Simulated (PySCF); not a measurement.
**UHF on W⁻ (tungsten, charge -1)**

Configuration: [Xe] 4f14 5d5 6s2, high-spin 6S determinant. All numbers are calculated (PySCF 2.14, scalar relativity through the core potential, in aug-cc-pVTZ-PP with one added diffuse shell each of s, p, d, f, g type with ECP60MDF (7s7p6d4f3g, 113 functions)).

* Total energy: -66.718177 hartree
* One-electron energy: -115.6325 hartree
* Hartree (Coulomb) energy: 56.0895 hartree
* Exchange energy: -7.1752 hartree
* ⟨S²⟩: 9.5350
* ⟨L²⟩: 0.000
* Sum of ⟨r⟩: 34.77 bohr
* Sum of ⟨r²⟩: 194.1 bohr²

```csv
shell,electrons,mean orbital energy (hartree),"rms radius, mean of both spins (bohr)"
5s α,1,-3.28202,1.16
5s β,1,-3.10818,1.16
5p α,3,-1.84403,1.36
5p β,3,-1.57978,1.36
5d α,5,-0.19417,2.32
6s α,1,-0.17607,8.76
6s β,1,0.00469,8.76
```

Energies and moments cover only the electrons outside the core potential. Spin-orbit coupling, which splits the p, d and f shells strongly at this Z, is absent. ⟨S²⟩ = 9.53 against 8.75 shows spin contamination. At UHF the highest occupied level has a positive energy, so only the finite basis holds that electron.
